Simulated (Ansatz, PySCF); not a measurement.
dihydroxy(methoxymethyl)silane (C₂H₈O₃Si), SMILES COC[SiH](O)O. Atoms are numbered in the order given.

```xyz
14

C      2.6418    -0.2189    -0.9851
O      1.3410    -0.4121    -0.4940
C      0.7598     0.7469     0.0873
Si    -0.9762     0.2084     0.6186
O     -1.9847     0.6200    -0.6421
O     -0.8763    -1.4279     0.8873
H      2.6672     0.5493    -1.7832
H      2.9919    -1.1744    -1.4030
H      3.3394     0.0968    -0.1832
H      0.7204     1.5829    -0.6398
H      1.3602     1.0986     0.9531
H     -1.4495     0.8405     1.8767
H     -2.9095     0.3564    -0.5673
H     -0.1270    -1.7927     0.3891
```
Charge 0, spin multiplicity 1.

Geometry optimised at B3LYP-D3(BJ)/def2-SVP. One conformer was computed; it need not be the lowest.

Two levels are set side by side: PBE-D3(BJ)/def2-SVP (Ansatz, a first-principles code) and B3LYP-D3(BJ)/def2-SVP (Ansatz). Each level has its own optimised geometry; the coordinates shown are those of the second. Frequencies come from the Hessian of PySCF at each geometry. Differences are taken from unrounded values.

```json
[
 {"quantity": "mean bond length (Å)", "B3LYP-D3(BJ)": "1.308"},
 {"quantity": "bond C1–O2 (Å)", "B3LYP-D3(BJ)": "1.404"},
 {"quantity": "bond O2–C3 (Å)", "B3LYP-D3(BJ)": "1.421"},
 {"quantity": "bond C3–Si4 (Å)", "B3LYP-D3(BJ)": "1.894"},
 {"quantity": "bond Si4–O5 (Å)", "B3LYP-D3(BJ)": "1.666"},
 {"quantity": "bond Si4–O6 (Å)", "B3LYP-D3(BJ)": "1.661"},
 {"quantity": "bond C1–H7 (Å)", "B3LYP-D3(BJ)": "1.108"},
 {"quantity": "bond C1–H8 (Å)", "B3LYP-D3(BJ)": "1.100"},
 {"quantity": "bond C1–H9 (Å)", "B3LYP-D3(BJ)": "1.109"},
 {"quantity": "bond C3–H10 (Å)", "B3LYP-D3(BJ)": "1.109"},
 {"quantity": "bond C3–H11 (Å)", "B3LYP-D3(BJ)": "1.111"},
 {"quantity": "bond Si4–H12 (Å)", "B3LYP-D3(BJ)": "1.485"},
 {"quantity": "bond O5–H13 (Å)", "B3LYP-D3(BJ)": "0.965"},
 {"quantity": "bond O6–H14 (Å)", "B3LYP-D3(BJ)": "0.971"},
 {"quantity": "highest harmonic wavenumber (cm⁻¹)", "B3LYP-D3(BJ)": "3872"},
 {"quantity": "mean harmonic wavenumber (cm⁻¹)", "B3LYP-D3(BJ)": "1311"},
 {"quantity": "zero-point energy (kcal/mol)", "B3LYP-D3(BJ)": "67.47"}
]
```

### Question
What does PBE-D3(BJ) give, and how far is it from B3LYP-D3(BJ)? (Estimate from the structure and the level; the computed values follow.)

### Answer

```tsv
quantity	PBE-D3(BJ)	PBE-D3(BJ) minus B3LYP-D3(BJ)
mean bond length (Å)	1.317	0.009
bond C1–O2 (Å)	1.409	0.005
bond O2–C3 (Å)	1.426	0.005
bond C3–Si4 (Å)	1.904	0.010
bond Si4–O5 (Å)	1.680	0.013
bond Si4–O6 (Å)	1.674	0.013
bond C1–H7 (Å)	1.117	0.009
bond C1–H8 (Å)	1.108	0.008
bond C1–H9 (Å)	1.117	0.009
bond C3–H10 (Å)	1.118	0.009
bond C3–H11 (Å)	1.120	0.009
bond Si4–H12 (Å)	1.500	0.015
bond O5–H13 (Å)	0.973	0.008
bond O6–H14 (Å)	0.982	0.011
highest harmonic wavenumber (cm⁻¹)	3764	-108
mean harmonic wavenumber (cm⁻¹)	1274	-37
zero-point energy (kcal/mol)	65.58	-1.89
```

Exact exchange shortens and stiffens bonds; PBE has none. Differences between two approximate levels are no errors against the true value.
